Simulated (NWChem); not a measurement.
System: MnF2, sextet; SMILES [F][Mn][F]

Here is an NWChem input.

```
start job
memory heap 200 mb stack 900 mb global 1100 mb
geometry units angstroms
  Mn     0.000000     0.000000    -0.023111
  F      1.773238     0.000000    -0.023230
  F     -1.773238     0.000000    -0.023230
end
basis spherical
  Mn library def2-svp
  F library def2-svp
end
dft
  odft
  mult 6
  xc becke88 lyp
  iterations 150
end
driver
  maxiter 120
end
task dft optimize
task dft freq
```

NWChem printed, in part:

```
             Northwest Computational Chemistry Package (NWChem) 7.3.0
             --------------------------------------------------------

 ORDER OF PRIMARY AXIS IS BEING SET TO 4
 D4H symmetry detected

 AUTOZ failed to generate good internal coordinates.
 Cartesian coordinates will be used in optimizations.

                             Geometry "geometry" -> ""
                             -------------------------

 Output coordinates in angstroms (scale by  1.889725989 to convert to a.u.)

  No.       Tag          Charge          X              Y              Z
 ---- ---------------- ---------- -------------- -------------- --------------
    1 Mn                  25.0000     0.00000000     0.00000000     0.00000000
    2 F                    9.0000     0.00000000     0.00000000     1.77323800
    3 F                    9.0000     0.00000000     0.00000000    -1.77323800

 Effective nuclear repulsion energy (a.u.)     146.3771025854

      Symmetry information
      --------------------

 Group name             D4h
 Group number             28
 Group order              16
 No. of unique centers     2

                           NWChem Geometry Optimization
                           ----------------------------

 maximum gradient threshold         (gmax) =   0.000450
 rms gradient threshold             (grms) =   0.000300
 maximum cartesian step threshold   (xmax) =   0.001800
 rms cartesian step threshold       (xrms) =   0.001200
 fixed trust radius                (trust) =   0.300000
 source of zmatrix                         =

          -------------------
          Energy Minimization
          -------------------

 Using diagonal initial Hessian

          --------
          Step   0

                                 NWChem DFT Module
                                 -----------------

 Summary of "ao basis" -> "ao basis" (spherical)
 ------------------------------------------------------------------------------
       Tag                 Description            Shells   Functions and Types
 ---------------- ------------------------------  ------  ---------------------
 Mn                         def2-svp                11       31   5s3p2d1f
 F                          def2-svp                 6       14   3s2p1d

      Symmetry analysis of basis
      --------------------------

        a1g        13
        a1u         0
        a2g         0
        a2u        10
        b1g         3
        b1u         2
        b2g         3
        b2u         2
        eg         10
        eu         16

[...]

      ----------------------
      Optimization converged
      ----------------------

  Step       Energy      Delta E   Gmax     Grms     Xrms     Xmax
  ---- ---------------- -------- -------- -------- -------- --------
@    3   -1350.49623400 -4.4D-09  0.00000  0.00000  0.00010  0.00021
                                     ok       ok       ok       ok

                         Geometry "geometry" -> "geometry"
                         ---------------------------------

 Output coordinates in angstroms (scale by  1.889725989 to convert to a.u.)

  No.       Tag          Charge          X              Y              Z
 ---- ---------------- ---------- -------------- -------------- --------------
    1 Mn                  25.0000     0.00000000     0.00000000     0.00000000
    2 F                    9.0000     0.00000000     0.00000000     1.77963369
    3 F                    9.0000     0.00000000     0.00000000    -1.77963369

 Effective nuclear repulsion energy (a.u.)     145.8510493777

      Symmetry information
      --------------------

 Group name             D4h
 Group number             28
 Group order              16
 No. of unique centers     2

[...]

 Rotational Constants
 --------------------
 A=   0.000000 cm-1  (  0.000000 K)
 B=   0.140085 cm-1  (  0.201547 K)
 C=   0.140085 cm-1  (  0.201547 K)

 Temperature                      =   298.15K
 frequency scaling parameter      =   1.0000

 Linear Molecule

 Zero-Point correction to Energy  =    2.215 kcal/mol  (  0.003529 au)
 Thermal correction to Energy     =    4.758 kcal/mol  (  0.007582 au)
 Thermal correction to Enthalpy   =    5.350 kcal/mol  (  0.008526 au)

 Total Entropy                    =   61.858 cal/mol-K
   - Translational                =   39.482 cal/mol-K (mol. weight =  92.9349)
   - Rotational                   =   15.108 cal/mol-K (symmetry #  =        2)
   - Vibrational                  =    7.267 cal/mol-K

 Cv (constant volume heat capacity) =   10.653 cal/mol-K
   - Translational                  =    2.979 cal/mol-K
   - Rotational                     =    1.986 cal/mol-K
   - Vibrational                    =    5.687 cal/mol-K

[normal modes left out]

 ----------------------------------------------------------------------------
 Normal Eigenvalue ||           Projected Infra Red Intensities
  Mode   [cm**-1]  || [atomic units] [(debye/angs)**2] [(KM/mol)] [arbitrary]
 ------ ---------- || -------------- ----------------- ---------- -----------
    1       -0.000 ||    0.000000           0.000         0.000       0.000
    2       -0.000 ||    0.000000           0.000         0.000       0.000
    3       -0.000 ||    0.000000           0.000         0.000       0.000
    4        0.000 ||    0.000000           0.000         0.000       0.000
    5        0.000 ||    0.000000           0.000         0.000       0.000
    6      109.855 ||    0.029784           0.687        29.035      11.243
    7      109.856 ||    0.029784           0.687        29.035      11.243
    8      591.759 ||    0.000000           0.000         0.000       0.000
    9      738.453 ||    0.178841           4.126       174.343      67.513
 ----------------------------------------------------------------------------
```

Level: BLYP/def2-SVP, spin-unrestricted. No stability test was run on the SCF state.
